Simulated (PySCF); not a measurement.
A calculated (LDA, PySCF 2.14, ANO-RCC-VTZP, scalar relativity by spin-free X2C-1e) atom or ion has these occupied shells.

```tsv
shell	electrons	orbital energy (eV)	rms radius, mean of both spins (bohr)
1s α	1	-75791.2	0.0197
1s β	1	-75791.2	0.0197
2s α	1	-13281.2	0.0796
2s β	1	-13281.0	0.0796
2p α	3	-11596.7	0.0727
2p β	3	-11596.5	0.0727
3s α	1	-3125.7	0.203
3s β	1	-3125.6	0.203
3p α	3	-2630.1	0.205
3p β	3	-2629.9	0.205
3d α	5	-2061.0	0.187
3d β	5	-2060.8	0.187
4s α	1	-684.11	0.450
4s β	1	-683.82	0.450
4p α	3	-520.35	0.480
4p β	3	-520.06	0.480
4d α	5	-313.37	0.515
4d β	5	-313.03	0.515
5s α	1	-121.32	1.03
5s β	1	-119.29	1.03
4f α	7	-85.822	0.592
4f β	7	-85.299	0.592
5p α	3	-78.553	1.19
5p β	3	-76.118	1.19
5d α	5	-29.544	1.70
5d β	1	-27.015	1.70
6p α	1	-16.897	3.27
```

**Question.** Name the element and its charge.

**Answer.** Ir(2+) (iridium, charge +2), in [Xe] 4f14 5d6 6p1, one real determinant (an excited configuration).
